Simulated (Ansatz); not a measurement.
Two members of one family (1-ethyl-3-methylimidazolium salts), computed with Ansatz in the gas phase. The two geometries come from different levels. Binding counts from free atoms in the multiplicity of their measured ground term, without zero-point energy. The structures are stationary points that may keep the symmetry of their start.

First: 1-ethyl-3-methylimidazolium mesylate (singlet, charge 0, PBE-D4/def2-SVP geometry).

```xyz
27

C     1.532   -0.570   -2.888
C     0.521   -1.149   -1.906
N     0.970   -1.055   -0.508
C     1.242   -2.103    0.352
C     1.420   -1.561    1.604
N     1.259   -0.195    1.481
C     1.166    0.784    2.563
C     0.967    0.089    0.199
H     1.147   -0.680   -3.920
H     2.516   -1.081   -2.829
H     1.684    0.514   -2.709
H    -0.441   -0.585   -1.939
H     0.329   -2.222   -2.101
H     1.272   -3.140    0.009
H     1.638   -2.037    2.564
H     0.291    1.435    2.331
H     2.095    1.383    2.627
H     1.008    0.244    3.514
H     0.675    1.077   -0.180
C    -3.551    1.622    0.254
S    -1.820    1.093    0.187
O    -1.049    2.152    0.949
O    -1.769   -0.265    0.830
O    -1.462    1.081   -1.284
H    -3.624    2.623   -0.212
H    -4.157    0.885   -0.302
H    -3.857    1.661    1.316
```

| level | HOMO (eV) | LUMO (eV) | gap (eV) | binding per atom (eV) |
| --- | --- | --- | --- | --- |
| PBE-D4/def2-SVP | -4.34 | -1.57 | 2.78 | 4.37 |
| PBE-D4/def2-TZVP | -4.77 | -1.72 | 3.05 | 4.37 |
| r2SCAN-D4/def2-TZVP | -5.10 | -1.56 | 3.54 | 4.23 |
| r2SCANh-D4/def2-TZVP | -5.70 | -1.20 | 4.50 | 4.19 |
| PBE0-D4/def2-SVP | -6.03 | -0.63 | 5.39 | 4.24 |

Second: 1-ethyl-3-methylimidazolium bistriflimide (singlet, charge 0, r2SCAN-D4/def2-SVP geometry).

```xyz
34

C     0.725    2.625    2.789
C     0.602    1.399    1.905
N    -0.582    1.446    1.039
C    -1.894    1.315    1.447
C    -2.657    1.235    0.315
N    -1.794    1.323   -0.758
C    -2.137    1.087   -2.156
C    -0.546    1.441   -0.297
H     1.625    2.533    3.416
H    -0.139    2.732    3.463
H     0.816    3.546    2.193
H     1.464    1.278    1.233
H     0.522    0.461    2.476
H    -2.168    1.242    2.495
H    -3.726    1.087    0.185
H    -2.602    0.094   -2.229
H    -1.206    1.076   -2.736
H    -2.816    1.871   -2.518
H     0.346    1.436   -0.928
O    -0.556   -1.550    1.685
S    -0.408   -1.804    0.247
O    -1.564   -1.593   -0.641
N     0.937   -1.055   -0.234
S     1.351   -1.038   -1.798
O     1.115    0.289   -2.414
O     0.997   -2.236   -2.560
C     3.197   -1.076   -1.553
F     3.590   -0.031   -0.821
F     3.787   -1.012   -2.744
F     3.560   -2.197   -0.944
C    -0.025   -3.652    0.121
F    -0.583   -4.266    1.162
F    -0.522   -4.156   -0.997
F     1.288   -3.851    0.154
```

Question: Estimate the same table for the second.

Answer: 
| level | HOMO (eV) | LUMO (eV) | gap (eV) | binding per atom (eV) |
| --- | --- | --- | --- | --- |
| PBE-D4/def2-SVP | -5.93 | -1.87 | 4.05 | 4.43 |
| PBE-D4/def2-TZVP | -6.25 | -2.03 | 4.21 | 4.43 |
| r2SCAN-D4/def2-TZVP | -6.60 | -1.88 | 4.72 | 4.24 |
| r2SCANh-D4/def2-TZVP | -7.16 | -1.51 | 5.65 | 4.19 |
| PBE0-D4/def2-SVP | -7.59 | -0.94 | 6.65 | 4.24 |
